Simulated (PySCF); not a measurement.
C6H9F.
Atom-mapped SMILES: `[CH3:1][CH2:2][C:3]1=[CH:4][C@@H:5]([F:6])[CH2:7]1`

NICS = −σ at a ghost point: NICS(0) at the centroid of the ring atoms, NICS(1) 1 Å to either side along the normal of their mean plane, zz for the tensor component along that normal. Level: GIAO PBE0/pcSseg-1 (PySCF, non-relativistic, gas phase) on the GFN2-xTB geometry, one conformer.

Ring bond lengths (Å), with Mayer bond orders in brackets: C3–C4 1.334 (1.75), C4–C5 1.504 (1.01), C5–C7 1.549 (1.02), C7–C3 1.513 (1.05).

Task: Give the NICS values of each ring in ppm.

Result: 
```tsv
ring	type	NICS(0)	NICS(1), two faces	NICS(1)zz, two faces	rms pucker (Å)	centre to ring atoms, mean (Å)
C3–C4–C5–C7	4-membered carbocycle; formal bonds 1 double, 3 single	0.1	-1.6 / -4.4	3.4 / -1.9	0.02	1.04
```

Task: What do they say, and how far can they be read as aromaticity?

Result: 
- C3–C4–C5–C7: mean NICS(1)zz 0.8 ppm, near zero. C5, C7 have four or more neighbours, and the NICS criterion for π rings isn't applied. The two faces differ by 5.3 ppm, so no symmetry operation interchanges them.

Task: At the first NICS(1) probe listed for ring C3–C4–C5–C7, 1 Å off the ring, what do the in-plane components average?

Result: The isotropic value is a third of the trace: (3 × -1.6 − (3.4))/2 = -4.1 ppm.

Shape of the structure used: `[CH3:1][CH2:2][C:3]1=[CH:4][C@@H:5]([F:6])[CH2:7]1`: C1–C2–C3–C4 -119°.
